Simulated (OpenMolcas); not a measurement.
Computed transition rates of P IV

* Program: OpenMolcas
* Method: MS-CASPT2, IPEA 0.25 Eh, imaginary shift 0.1 Eh (closed shells correlated: 2s 2p)
* Basis: ANO-RCC-VQZP [6s5p3d2f1g]
* Scalar Hamiltonian: DKH2, point nucleus
* Active space: 2 electrons in 8 orbitals (3s 3p 4s 4p)
* State averaging: 2S+1 = 3 even, 3 roots; 2S+1 = 1 even, 7 roots; 2S+1 = 3 odd, 3 roots; 2S+1 = 1 odd, 3 roots
* Spin-orbit coupling: RASSI with atomic mean-field integrals over the reference wave functions, term energies averaged over their components

Rates come from the transition moments of the reference wave functions (E1 and E2 in the length form). At fixed line strength A goes as λ^-3 for E1 and M1 and as λ^-5 for E2, so a rate at the computed wavelength can be rescaled to the measured one. Measured vacuum wavelengths follow from level energies in Martin, Zalubas and Musgrove, J. Phys. Chem. Ref. Data 14, 751 (1985). Branching counts decays inside the model space alone, at computed energies, and the table is only a selection of the E1 lines, drawn from those between levels with measured partners whose computed energy lies within a factor of 1.5 of the measured one.

```csv
Upper,Lower,Type,λ computed (nm),λ measured (nm),A computed (s-1),A rescaled (s-1),Branching %
3p2 3P0,3s 3p 3P* 1,E1,102.5,103.3,3.78e+09,3.69e+09,100.0
3p2 3P2,3s 3p 3P* 2,E1,102.2,103.1,2.60e+09,2.53e+09,73.3
3p2 3P1,3s 3p 3P* 2,E1,102.7,103.6,1.56e+09,1.52e+09,41.3
3p2 3P1,3s 3p 3P* 0,E1,102,102.8,1.27e+09,1.24e+09,33.6
3p2 3P1,3s 3p 3P* 1,E1,102.3,103.1,9.50e+08,9.28e+08,25.1
3p2 3P2,3s 3p 3P* 1,E1,101.8,102.6,8.70e+08,8.50e+08,24.5
3p2 1D2,3s 3p 3P* 2,E1,103.2,111.7,2.49e+08,,23.5
3p2 1D2,3s 3p 3P* 1,E1,102.8,111.1,9.12e+07,,8.6
```

Spin-changing lines and M1 lines between different terms are not rescaled, since their strength hangs on the term gaps too.

The largest correction is for 3p2 3P2 → 3s 3p 3P* 2 (E1): 2.60e+09 × (102.2 / 103.1)^3 = 2.53e+09 s-1, a factor of 0.97.

The computed rate and branching of 3p2 3P0 → 3s 3p 3P* 1 give the upper level a radiative lifetime of 1.000 / 3.78e+09 s-1 = 2.65e-10 s, counting decays inside the model space alone. The rescaled rate gives about 2.7e-10 s.

No measured rate stands beside these. Rescaling mends the energy factor alone: line strengths can still be far off where a level mixes with configurations outside the active space, and weak or spin-changing lines hang on small mixing coefficients that depend on the term gaps too, so rescaling need not improve them.

Over all roots computed the reference weight is 0.90 to 1.00; the roots of lowest weight are the least certain, and an intruder state may touch them. Some levels mix across a computed gap that differs much from the measured one, so their mixing is not that of the real levels. Active for correlation alone: 4p 4s; no level in the range computed is led by a configuration that fills them, so any true level of that kind is missing. The ¹D term of p² mixes with s d, which this space lacks. Computed and measured levels are paired by configuration, term and J; levels that our copy of the source lacks, or whose pairing is in doubt (as where it misses far off the trend of its configuration), stay unpaired. Levels of configurations outside the active space are missing.

* marks odd parity.
